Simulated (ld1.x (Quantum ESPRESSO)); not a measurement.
indium (In): excitation energies, all-electron against TM

```json
{
  "Element": "indium",
  "Generator": "ld1.x (Quantum ESPRESSO) 7.5",
  "Type": "norm-conserving Troullier–Martins (Kleinman–Bylander form)",
  "Functional": "PBE",
  "Relativity": "scalar-relativistic",
  "Frozen core": "[Kr] 4d10",
  "Valence charge": "3",
  "Reference configuration": "5s1 5p0 (charge +2)",
  "Partial waves": "5s (bound): rc 1.48 bohr; 5p (bound, empty): rc 1.95 bohr; 5d channel at 0.2 Ry: rc 2.00 bohr",
  "Local potential": "the d channel",
  "Core correction": "Bessel-smoothed model core inside 1.40 bohr"
}
```

Energies are relative to the spin-unpolarised reference configuration 5s1 5p0; without spin polarisation the order of configurations can differ from experiment.

```tsv
valence configuration	charge	ΔE all-electron (eV)	error AE − PS (meV)
5s2 5p1	0	-24.598	-193
5s2 5p0	+1	-19.235	-123
5s2 5p0.5	+0.5	-22.657	-165
5s1 5p2	0	-18.757	-84
5s0 5p3	0	-12.651	-42
5s1 5p1	+1	-12.642	-37
5s2 5p1.3	-0.3	-25.130	-202
```

Levels in the configuration 5s2 5p0:

| level | all-electron (eV) | pseudo (eV) |
| --- | --- | --- |
| 5s | -14.925 | -14.707 |

Note: ghost states, extra bound levels that the all-electron valence spectrum of the same l lacks: s at -1697.8 eV, p at -263.5 eV. A true bound ghost makes a file unfit for plane-wave use.
